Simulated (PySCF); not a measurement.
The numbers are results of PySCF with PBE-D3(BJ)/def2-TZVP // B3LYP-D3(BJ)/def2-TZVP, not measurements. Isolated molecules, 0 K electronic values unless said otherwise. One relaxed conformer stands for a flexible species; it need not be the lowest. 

Reference species (SMILES): `O(C=C)[SiH3]` (C–C–O–Si torsion 180°) (neutral, multiplicity 1).

| Quantity | Result |
|---|---|
| HOMO | -5.79 eV |
| HOMO–LUMO gap | 5.04 eV |
| S1 oscillator strength | 0.000 |

Changed species: `C=C[SiH2]O` (C–C–Si–O torsion -7°, C–Si–O–H torsion -69°).

### Question
What does the change do to the HOMO, HOMO–LUMO gap and S1 oscillator strength?

### Answer
the HOMO drops by 1.03 eV, to -6.82 eV; the HOMO–LUMO gap goes up by 0.29 eV, to 5.33 eV; the S1 oscillator strength is nearly the same.
